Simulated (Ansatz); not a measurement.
System: C2H2N, charge 0, doublet. C2H2N (SMILES [C-]#[N+][CH2], doublet).
B3LYP-D3(BJ)/def2-TZVP minimum from Ansatz (a first-principles code):
```xyz
5

C     -1.1003     0.1172     0.1136
N      0.2172    -0.0231    -0.0224
C      1.3859    -0.1476    -0.1430
H     -1.6290    -0.5396     0.7877
H     -1.6054     0.8842    -0.4538
```
Charge 0, spin multiplicity 2.

Wanted: atomisation energy (electronic, to ground-state atoms), in kJ/mol. Open shells are spin-unrestricted; no spin-orbit coupling. CBS(X,Y): correlation extrapolated as X^-3, Hartree-Fock from the larger set (Q,5: extrapolated as (X+1)exp(-9√X)). A bracket is a step between two methods taken in the basis named. The functionals are non-relativistic, so their misses hold any scalar relativity. Double hybrids freeze cores in their MP2 part. 'core' is core correlation in cc-pwCVTZ, 'X2C' scalar relativity in cc-pVTZ-DK, both at CCSD(T). For partners of very few electrons the exact lower level stands in for a higher one. The UHF reference of C2H2N ([C-]#[N+][CH2], doublet) is spin-contaminated (<S^2> up to 0.08 over the pure value in the sets run).

CCSD(T)/CBS(cc-pVQZ,cc-pV5Z) + [CCSDT(Q) - CCSD(T)]/cc-pVDZ + core + X2C (Ansatz) gives 2042.8 kJ/mol.

Question: What does PBE/def2-TZVPD (Ansatz) give here, and how do the other levels compare?

Answer: PBE gives 2147.2 kJ/mol, 104.4 kJ/mol above it. Differences of the others: r2SCAN/def2-TZVPD (Ansatz) 16.7; B3LYP/def2-TZVPD (Ansatz) 19.1; PBE0/def2-TZVPD (Ansatz) 29.8; B2PLYP/def2-TZVPD (Ansatz) -4.8; CCSD(T)/CBS(cc-pVQZ,cc-pV5Z) + core + X2C (Ansatz) -3.9 kJ/mol. Nearer than PBE: r2SCAN/def2-TZVPD, B3LYP/def2-TZVPD, PBE0/def2-TZVPD, B2PLYP/def2-TZVPD, CCSD(T)/CBS(cc-pVQZ,cc-pV5Z) + core + X2C.
